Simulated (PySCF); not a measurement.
# Electronic structure of P⁺ (phosphorus, charge +1) at the UHF level

Configuration: [Ne] 3s2 3p2, high-spin 3P determinant. Calculation: PySCF 2.14, in pcseg-2 (5s4p2d1f, 34 functions); no relativity, point nucleus.

```
Total energy                                                  : -340.344389 hartree
One-electron energy                                           : -465.9737 hartree
Hartree (Coulomb) energy                                      : 148.0047 hartree
Exchange energy                                               : -22.3754 hartree
Kinetic energy                                                : 341.05987 hartree
⟨S²⟩                                                          : 2.0105
⟨L²⟩                                                          : 2.031
Sum of ⟨r⟩                                                    : 12.10 bohr
Sum of ⟨r²⟩                                                   : 20.98 bohr²
Traceless quadrupole moment −½Σ⟨3z² − r²⟩ along its main axis : 2.12 e·bohr²
Density at the nucleus (Gaussians lack the cusp)              : 2140 bohr⁻³
Spin density at the nucleus                                   : 0.147 bohr⁻³
Langevin diamagnetic susceptibility                           : -16.6 ×10⁻⁶ cm³/mol
Time after the integrals                                      : 0.16 s of wall time on 1 thread of Neoverse-N1 (shared host)
```

| shell | electrons | mean orbital energy (hartree) | spread (hartree) | rms radius, mean of both spins (bohr) |
| --- | --- | --- | --- | --- |
| 1s α | 1 | -80.33520 | 0 | 0.120 |
| 1s β | 1 | -80.31811 | 0 | 0.120 |
| 2s α | 1 | -7.91026 | 0 | 0.563 |
| 2s β | 1 | -7.89172 | 0 | 0.563 |
| 2p α | 3 | -5.80654 | 0.01646 | 0.540 |
| 2p β | 3 | -5.77365 | 0.02052 | 0.540 |
| 3s α | 1 | -1.13670 | 0 | 2.00 |
| 3s β | 1 | -0.93404 | 0 | 2.00 |
| 3p α | 2 | -0.72423 | 0 | 2.30 |
